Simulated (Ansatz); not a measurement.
A run for Ansatz (a program for electronic structure): R-B3LYP/def2-TZVPPD on C3H8O2 (a complex), monomers drawn apart or pushed together. Files ending in .json are basis or fitting sets from the Basis Set Exchange.

Ansatz 0.2 input:
```yaml
crystal:
  periodic: [false, false, false]
  atoms:
    - {symbol: O, position_ang: [-0.71713349, 0.58540542, 0.45083050]}
    - {symbol: H, position_ang: [-0.62531740, -0.06651684, 1.16799908]}
    - {symbol: H, position_ang: [-0.58808702, 0.09518473, -0.36621523]}
    - {symbol: C, position_ang: [0.51104033, 1.12241709, 4.26103724]}
    - {symbol: C, position_ang: [0.35016834, -0.36688127, 4.42939172]}
    - {symbol: C, position_ang: [0.70769091, -0.94388687, 5.77622328]}
    - {symbol: O, position_ang: [-0.05362884, -1.07993295, 3.53214389]}
    - {symbol: H, position_ang: [1.45600933, 1.45949046, 4.69167476]}
    - {symbol: H, position_ang: [0.44338508, 1.40573324, 3.21323467]}
    - {symbol: H, position_ang: [-0.28696160, 1.62327280, 4.81754041]}
    - {symbol: H, position_ang: [0.40398585, -1.98627764, 5.83437102]}
    - {symbol: H, position_ang: [1.78918727, -0.87223840, 5.92193398]}
    - {symbol: H, position_ang: [0.24169263, -0.36758818, 6.57840948]}
basis:
  gaussian:
    orbitals: def2-TZVPPD.json
hamiltonian:
  xc: {name: B3LYP}
scf: {lower_state_search: off}
```

Question: What total energy does the run end on?

Answer: -269.7163 hartree.

Question: How many basis functions does it have, and what does it roughly cost on one machine?

Answer: 327 functions; around 8 core-seconds (rough).
